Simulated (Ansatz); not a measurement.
Geometry optimisation, Ansatz, RKS B3LYP/6-31G*.

The input (input.yaml):

```yaml
crystal:
  periodic: [false, false, false]
  atoms:
    - { symbol: Al, position_ang: [0.321764, -0.750481, -0.381188] }
    - { symbol: "N", position_ang: [0.113626, -0.005304, 2.620412] }
    - { symbol: H, position_ang: [-0.7274, -0.029033, 3.192543] }
    - { symbol: H, position_ang: [0.706393, 0.748368, 2.969136] }
    - { symbol: Cl, position_ang: [1.584762, 0.809834, -1.07494] }
    - { symbol: O, position_ang: [-1.298952, -0.734493, -0.900352] }
    - { symbol: Si, position_ang: [-2.855734, -1.25388, -0.975019] }
    - { symbol: H, position_ang: [-3.101689, -2.350473, 0.011708] }
    - { symbol: H, position_ang: [-3.792884, -0.138815, -0.662721] }
    - { symbol: H, position_ang: [-3.162905, -1.776833, -2.336212] }
    - { symbol: P, position_ang: [1.267145, -2.49839, 0.773809] }
    - { symbol: H, position_ang: [0.392968, -3.518541, 0.281505] }
    - { symbol: H, position_ang: [2.305298, -2.78131, -0.159839] }
    - { symbol: H, position_ang: [0.626208, -0.899449, 2.760257] }
basis:
  gaussian: { orbitals: "6-31G*" }
hamiltonian:
  xc: b3lyp
relax:
  f_tol: 0.03
  max_steps: 50
```

Command:

```bash
$ ansatz run input.yaml --threads 4 --pin off --max-ram 5120MiB --backend cpu --events-out ev --progress --plain --runs-dir out
```

**Question.** Where does it end, and by what steps?

**Answer.** The run converged. After 17 steps the energy has fallen by 1.067 eV; O6 moved furthest, 1.06 Å. Joined: Al1–N2 (3.10 → 2.05 Å).

| step | energy less start (eV) | largest force component (eV/Å) | accepted |
| --- | --- | --- | --- |
| 0 | 0.0000 | 0.810 | yes |
| 1 | -0.2413 | 0.927 | yes |
| 2 | -0.5236 | 1.214 | yes |
| 3 | -0.7802 | 1.327 | yes |
| 4 | -0.9337 | 1.246 | yes |
| 5 | -0.9898 | 0.275 | yes |
| 6 | -1.0140 | 0.232 | yes |
| 7 | -1.0239 | 0.144 | yes |
| 8 | -1.0286 | 0.065 | yes |
| 9 | -1.0351 | 0.119 | yes |
| 10 | -1.0395 | 0.203 | yes |
| 11 | -1.0458 | 0.173 | yes |
| 12 | -1.0535 | 0.265 | yes |
| 13 | -1.0595 | 0.107 | yes |
| 14 | -1.0636 | 0.085 | yes |
| 15 | -1.0652 | 0.081 | yes |
| 16 | -1.0659 | 0.046 | yes |
| 17 | -1.0665 | 0.026 | yes |

```xyz
14
Properties=species:S:1:pos:R:3
Al 0.237 -0.853 0.366
N 0.204 0.019 2.224
H -0.772 0.125 2.509
H 0.629 0.947 2.192
Cl 1.311 0.695 -0.700
O -1.477 -0.894 0.135
Si -2.801 -1.245 -0.773
H -3.369 -2.570 -0.386
H -3.858 -0.218 -0.550
H -2.493 -1.290 -2.231
P 1.392 -2.883 0.729
H 0.437 -3.708 0.069
H 2.250 -2.775 -0.400
H 0.688 -0.530 2.936
```

Whether the end is a true minimum wasn't checked by a vibrational analysis.

The run took 63 s on 4 threads of Arm Neoverse V1 (shared host), peak memory 0.34 GiB.
